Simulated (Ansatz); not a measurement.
Name a neutral molecule of O, Si, Sn and H with HOMO energy (PBE/def2-TZVPP) between -6.90 and -6.60 eV and LUMO energy (ωB97M-V/def2-TZVPP) between -0.55 and -0.25 eV (Ansatz, PBE0-D4/def2-TZVP geometry).

`[OH][Sn][O][SiH3]` (-6.85 eV, -0.49 eV). Other molecules can fit too; these were computed, each in one conformer that needn't be the lowest.
